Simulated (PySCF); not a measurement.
A structure optimised at PBE0-D3(BJ)/def2-SVP, used in a PySCF frequency run:

```
C
C 1 1.3523
O 1 1.3834 2 97.53
H 2 1.0869 1 136.76 3 180.00
C 3 1.4450 1 87.37 2 0.00
H 5 1.1023 3 111.12 1 118.59
H 5 1.1023 6 109.99 3 -123.48
B 1 1.5493 2 137.60 4 0.00
F 8 1.3150 1 121.99 2 180.00
F 8 1.3189 9 118.24 1 180.00
```

Problem. Write its SMILES, formula and point group.

Solution. FB(F)C1=CCO1, C₃H₃BF₂O, Cs

Problem. What are its rotational constants (standard atomic weights)?

Solution. 5.9988, 1.8268, 1.4132 GHz
